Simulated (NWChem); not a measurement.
Species: C2H5ClOSi; SMILES O[SiH2]/C=C/Cl

```xyz
10

O     -0.7898    -2.7749     0.2986
Si     0.4344    -1.7475    -0.1740
C     -0.1680     0.0008    -0.4336
C      0.3206     1.0117     0.2904
Cl    -0.1669     2.6598     0.1200
H     -1.2558    -2.5452     1.1078
H      1.5306    -1.6692     0.8437
H      0.9421    -2.3268    -1.4460
H     -0.9346     0.2249    -1.1853
H      1.0861     0.8871     1.0633
```
Atoms are numbered in this order, from 1.

Computed with NWChem. All runs use the structure optimised with PBE0/def2-SVP. Level: PBE0/def2-SVP with SMD (1 M gas to 1 M solution), gas-phase geometry. Reactions with the solvent are ignored.

Task: Predict the results for solvent toluene. Quantities: solvation free energy (kcal/mol); cavity-dispersion-structure term (kcal/mol); dipole in solution (D).

Result: 
```yaml
solvation free energy (kcal/mol): -3.8
cavity-dispersion-structure term (kcal/mol): -1.6
dipole in solution (D): 1.33
```
